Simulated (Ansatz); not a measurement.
Ansatz (a first-principles code) input:

Ansatz 0.2 input:
```yaml
crystal:
  periodic: [false, false, false]
  atoms:
    - {symbol: Ti, position_ang: [0.00000000, 0.00000000, 0.00000000]}
    - {symbol: I, position_ang: [2.14965386, -0.59836642, -1.44655066]}
    - {symbol: I, position_ang: [0.85456811, 0.44616987, 2.47834797]}
    - {symbol: I, position_ang: [-1.23873894, 2.14010235, -0.97828965]}
    - {symbol: I, position_ang: [-1.76548303, -1.98790581, -0.05350766]}
basis:
  gaussian:
    orbitals: def2-TZVPP
hamiltonian:
  xc: pbe
total_charge: -1
magnetization: {spin_polarized: true, initial_magnetization: 1}
correlation: {method: rpa, electrons: outside_noble_gas}
```

Q: Which total energy does the run end on?

A: -2036.50235 Eh (RPA@PBE/def2-TZVPP). The basis has 264 functions.

The spin state was set by rule; other spins were not relaxed.
